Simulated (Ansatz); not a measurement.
Consider the ligand exchange at a Ge–C bond: `O/C(S)=[CH]\[GeH3]` + `O[SiH](O)F` → `O[SiH](F)[O][GeH3]` + `C=C(O)S`.

Computed with Ansatz on PBE0-D4/def2-TZVP structures; ΔE is electronic, products minus reactants. CCSD(T)/CBS is the MP2 limit (def2-TZVPP, def2-QZVPP) plus CCSD(T) − MP2 in def2-TZVPP, frozen cores. This one scheme is used for every species. DFT in def2-TZVPP. HSE06 is defined as in plane-wave codes. For Ge outer-core shells are correlated without core-valence functions, which leaves a few kJ/mol of doubt a bond. Scalar relativity is left out up to krypton. Each species was taken in one conformer, which may not be the lowest.

```csv
level,ΔE (kJ/mol)
BLYP-D4,-46.2
HSE06-D4,-35.9
BHLYP-D4,-52.9
PBE-QIDH,-38.4
PBE0,-36.6
HF/def2-SVP,-64.0
CCSD/def2-SVP,-53.1
HF/def2-QZVPP,-69.0
```

Problem. What does CCSD(T)/CBS give? (Estimate.)

Solution. Computed: -41.6 kJ/mol. The listed levels differ from it by -4.6, 5.7, -11.3, 3.2, 5.0, -22.4, -11.5, -27.4 kJ/mol.

Problem. What do rigid-rotor, harmonic-oscillator terms from PBE0-D4/def2-TZVP frequencies (298.15 K, 1 bar) make of the CCSD(T)/CBS value? (Best estimate.)

Solution. The calculation gave: ΔZPE = +2.2 kJ/mol, ΔH = -40.1 kJ/mol, ΔS = 7 J/(mol·K), ΔG = -42.3 kJ/mol. Modes under 50 cm⁻¹ make the entropy rough.

Largest T1 diagnostic among the species: 0.013.

At CCSD(T), def2-SVP lies −9.0 kJ/mol from the extrapolated value and def2-TZVPP −1.6 kJ/mol. In def2-TZVPP, CCSD(T) changes the Hartree–Fock value by +23.3 kJ/mol (the triples alone add +3.3 kJ/mol) and MP2 by +27.7 kJ/mol. From BLYP to BHLYP (50 % exact exchange), in def2-TZVPP and without D4, ΔE moves by −4.9 kJ/mol.
